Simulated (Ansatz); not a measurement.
Relaxation of LiCoO2 with RKS PBE0-D4/def2-TZVP.

```sh
$ ansatz run in.yaml --threads 4 --pin off --events-out ev --progress --plain --max-ram 3916MiB
```

```yaml
crystal:
  periodic: [false, false, false]
  atoms:
    - {symbol: Li, position_ang: [-0.429470, -1.149790, 0.222550]}
    - {symbol: Co, position_ang: [0.359740, 0.962140, -0.185050]}
    - {symbol: O, position_ang: [1.185510, -0.390340, -0.299900]}
    - {symbol: O, position_ang: [-1.115780, 0.577990, 0.262400]}
basis:
  gaussian: {orbitals: def2-TZVP}
hamiltonian: {xc: pbe0, dispersion: d4}
scf: {lower_state_search: "off"}
output: {orbitals: {seedname: orbitals}}
relax: {f_tol: 0.02, max_steps: 100}
```

Hardware: 4 threads of Arm Neoverse V2 on a shared host. Wall time 5.5 s.

Positions (Å) and forces (eV/Å) at steps 1, 2, 3, 4, 5 of 5:

```xyz
4
step=1 energy=-41915.7265 eV
Li   -0.429   -1.150    0.223    0.017    0.047   -0.011
Co    0.360    0.962   -0.185    0.101    0.290   -0.057
O     1.186   -0.390   -0.300    1.089   -0.654   -0.247
O    -1.116    0.578    0.262   -1.207    0.317    0.314
4
step=2 energy=-41915.7753 eV
Li   -0.426   -1.139    0.220   -0.005   -0.015    0.005
Co    0.354    0.948   -0.184   -0.039   -0.097    0.023
O     1.210   -0.399   -0.305    0.597   -0.187   -0.154
O    -1.138    0.589    0.269   -0.553    0.299    0.127
4
step=3 energy=-41915.7996 eV
Li   -0.436   -1.166    0.225    0.086    0.230   -0.044
Co    0.339    0.907   -0.175    0.135    0.362   -0.070
O     1.264   -0.382   -0.322    0.220   -0.435   -0.024
O    -1.167    0.641    0.272   -0.440   -0.157    0.138
4
step=4 energy=-41915.8063 eV
Li   -0.418   -1.121    0.218   -0.075   -0.198    0.032
Co    0.336    0.897   -0.171    0.080    0.221   -0.052
O     1.263   -0.402   -0.322    0.041   -0.030   -0.001
O    -1.180    0.626    0.275   -0.046    0.007    0.021
4
step=5 energy=-41915.8097 eV
Li   -0.425   -1.138    0.220   -0.003   -0.008    0.001
Co    0.339    0.909   -0.175    0.003    0.007   -0.002
O     1.261   -0.398   -0.320    0.005   -0.002   -0.001
O    -1.175    0.627    0.275   -0.005    0.002    0.001
```

The restricted singlet is unstable: a solution with broken spin symmetry lies lower. The relaxation made no stability test and no search for a lower SCF solution. At PBE0-D4/def2-TZVP a quintet of charge 0 lies 1.02 eV below the restricted singlet, each at its own geometry. The structure comes from a short search, and lower isomers may exist.
